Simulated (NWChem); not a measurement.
# C2H6BClS; SMILES CSB(C)Cl

```xyz
11

B      0.2927     0.4113     0.0000
Cl    -0.4343     2.0360     0.0000
C      1.8526     0.2211     0.0000
H      2.1791    -0.3635     0.8870
H      2.3969     1.1842     0.0000
H      2.1791    -0.3635    -0.8870
S     -0.9027    -0.9337     0.0000
C      0.1461    -2.4342     0.0000
H      0.7824    -2.4762    -0.9042
H     -0.5370    -3.3036     0.0000
H      0.7824    -2.4762     0.9042
```
Atoms are numbered in this order, from 1.

Level: PBE-D3(BJ)/def2-SVP (NWChem), optimised geometry, unscaled harmonic frequencies. 

### Question
List the harmonic frequencies with IR intensities, and the thermochemistry.

### Answer
```json
[
 {"frequency (cm⁻¹)": "46", "IR intensity (km/mol)": "0.8"},
 {"frequency (cm⁻¹)": "112", "IR intensity (km/mol)": "0.7"},
 {"frequency (cm⁻¹)": "138", "IR intensity (km/mol)": "0.0"},
 {"frequency (cm⁻¹)": "184", "IR intensity (km/mol)": "0.4"},
 {"frequency (cm⁻¹)": "266", "IR intensity (km/mol)": "0.7"},
 {"frequency (cm⁻¹)": "304", "IR intensity (km/mol)": "1.5"},
 {"frequency (cm⁻¹)": "379", "IR intensity (km/mol)": "0.0"},
 {"frequency (cm⁻¹)": "537", "IR intensity (km/mol)": "4.7"},
 {"frequency (cm⁻¹)": "702", "IR intensity (km/mol)": "2.0"},
 {"frequency (cm⁻¹)": "749", "IR intensity (km/mol)": "35.9"},
 {"frequency (cm⁻¹)": "808", "IR intensity (km/mol)": "7.9"},
 {"frequency (cm⁻¹)": "920", "IR intensity (km/mol)": "4.2"},
 {"frequency (cm⁻¹)": "939", "IR intensity (km/mol)": "14.1"},
 {"frequency (cm⁻¹)": "997", "IR intensity (km/mol)": "221.4"},
 {"frequency (cm⁻¹)": "1085", "IR intensity (km/mol)": "65.3"},
 {"frequency (cm⁻¹)": "1272", "IR intensity (km/mol)": "65.0"},
 {"frequency (cm⁻¹)": "1283", "IR intensity (km/mol)": "3.2"},
 {"frequency (cm⁻¹)": "1373", "IR intensity (km/mol)": "4.6"},
 {"frequency (cm⁻¹)": "1381", "IR intensity (km/mol)": "1.8"},
 {"frequency (cm⁻¹)": "1399", "IR intensity (km/mol)": "8.4"},
 {"frequency (cm⁻¹)": "1405", "IR intensity (km/mol)": "17.6"},
 {"frequency (cm⁻¹)": "2968", "IR intensity (km/mol)": "1.2"},
 {"frequency (cm⁻¹)": "2990", "IR intensity (km/mol)": "14.0"},
 {"frequency (cm⁻¹)": "3041", "IR intensity (km/mol)": "3.3"},
 {"frequency (cm⁻¹)": "3087", "IR intensity (km/mol)": "5.7"},
 {"frequency (cm⁻¹)": "3097", "IR intensity (km/mol)": "3.1"},
 {"frequency (cm⁻¹)": "3106", "IR intensity (km/mol)": "2.2"}
]
```

| Item | Value |
|---|---|
| zero-point energy | 49.4 kcal/mol |
| thermal correction to the enthalpy at 298.15 K (with zero-point energy) | 54.7 kcal/mol |
| heat capacity Cv | 24.3 cal/(mol K) |
| entropy at 298.15 K and 1 atm (symmetry number 1) | 86.7 cal/(mol K) |
| dipole moment | 2.67 D |

Rigid rotor and harmonic oscillator; modes under 100 cm⁻¹ make the entropy uncertain.
